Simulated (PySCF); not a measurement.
Shifts of the heteroatoms

Molfile (atoms numbered from 1):
```
C6H11FOSi
     RDKit          3D

 20 21  0  0  0  0  0  0  0  0999 V2000
   -2.7437    0.8434   -0.0943 C   0  0  0  0  0  0  0  0  0  0  0  0
   -1.5284   -0.3696   -0.8812 Si  0  0  2  0  0  4  0  0  0  0  0  0
   -0.5879   -1.5793    0.2122 C   0  0  0  0  0  0  0  0  0  0  0  0
    0.2672   -0.3991   -0.2801 C   0  0  1  0  0  0  0  0  0  0  0  0
    1.4540   -0.6820   -1.1853 C   0  0  0  0  0  0  0  0  0  0  0  0
    2.1952    0.5194   -1.1996 O   0  0  0  0  0  0  0  0  0  0  0  0
    2.1609    1.0260    0.1150 C   0  0  0  0  0  0  0  0  0  0  0  0
    0.8237    0.5812    0.7342 C   0  0  2  0  0  0  0  0  0  0  0  0
    1.0585   -0.0185    1.9643 F   0  0  0  0  0  0  0  0  0  0  0  0
   -3.7619    0.4795   -0.1897 H   0  0  0  0  0  0  0  0  0  0  0  0
   -2.6973    1.8175   -0.5728 H   0  0  0  0  0  0  0  0  0  0  0  0
   -2.5370    0.9768    0.9635 H   0  0  0  0  0  0  0  0  0  0  0  0
   -1.7359   -0.7372   -2.2729 H   0  0  0  0  0  0  0  0  0  0  0  0
   -0.2782   -2.5454   -0.1621 H   0  0  0  0  0  0  0  0  0  0  0  0
   -0.7542   -1.6077    1.2807 H   0  0  0  0  0  0  0  0  0  0  0  0
    1.1835   -0.9203   -2.2139 H   0  0  0  0  0  0  0  0  0  0  0  0
    2.0658   -1.5029   -0.7747 H   0  0  0  0  0  0  0  0  0  0  0  0
    2.9770    0.6011    0.7169 H   0  0  0  0  0  0  0  0  0  0  0  0
    2.2788    2.1087    0.0619 H   0  0  0  0  0  0  0  0  0  0  0  0
    0.1548    1.4189    0.9554 H   0  0  0  0  0  0  0  0  0  0  0  0
  1  2  1  0
  2  3  1  0
  4  3  1  1
  4  5  1  0
  5  6  1  0
  6  7  1  0
  7  8  1  0
  8  9  1  0
  4  2  1  0
  8  4  1  0
  1 10  1  0
  1 11  1  0
  1 12  1  0
  2 13  1  6
  3 14  1  0
  3 15  1  0
  5 16  1  0
  5 17  1  0
  7 18  1  0
  7 19  1  0
  8 20  1  1
M  END
```

[PySCF: shielding tensors at PBE0/pcSseg-1 (GIAO); geometry from GFN2-xTB; one computed conformer; non-relativistic; rapidly exchanging positions averaged; isolated molecule]

(1) Where does ¹⁹F resonate?

(2) What are the ²⁹Si shifts?

(3) Predict the ¹⁷O NMR data.

Results:

(1) 
```csv
atoms,environment,σ (ppm),δ (ppm)
F9,fluorine on an sp3 carbon,371.2,-174.3
```

Shieldings were converted by a linear fit to measured shifts: ¹⁹F (scatter 6.0 ppm rms, 7.0 ppm with the 5 outliers that the fit left out vs CFCl3, solution or neat liquid, with a term for F on sp3 carbon). A few per cent of atoms miss by over 2 rms, more outside the fitted compound classes.

On a 500 MHz spectrometer ¹⁹F resonates near 470.5 MHz, so 1 ppm is 470.5 Hz.

(2) 
| atoms | environment | σ (ppm) | δ (ppm) |
| --- | --- | --- | --- |
| Si2 | silicon bonded to 3 C, H, in a 3-membered ring | 441.5 | -82.9 |

Shieldings were converted by a linear fit to measured shifts: ²⁹Si: δ = 279.94 − 0.822σ (rms 8.9 ppm, 72 shifts, 25.8 ppm with the 6 outliers that the fit left out vs TMS, solution or neat liquid). Occasional misses reach two or three times the rms, and more in compound classes unlike the fitted ones.

On a 500 MHz spectrometer ²⁹Si resonates near 99.3 MHz, so 1 ppm is 99.3 Hz.

(3) 
| atoms | environment | σ (ppm) | δ (ppm) |
| --- | --- | --- | --- |
| O6 | ether oxygen | 274.8 | 16.4 |

Shieldings were converted by a linear fit to measured shifts: ¹⁷O: δ = 266.70 − 0.911σ (rms 10.7 ppm, 155 shifts, 12.2 ppm with the 3 outliers that the fit left out vs liquid water, solution or neat liquid). Occasional misses reach two or three times the rms, and more in compound classes unlike the fitted ones.

On a 600 MHz spectrometer ¹⁷O resonates near 81.3 MHz, so 1 ppm is 81.3 Hz.
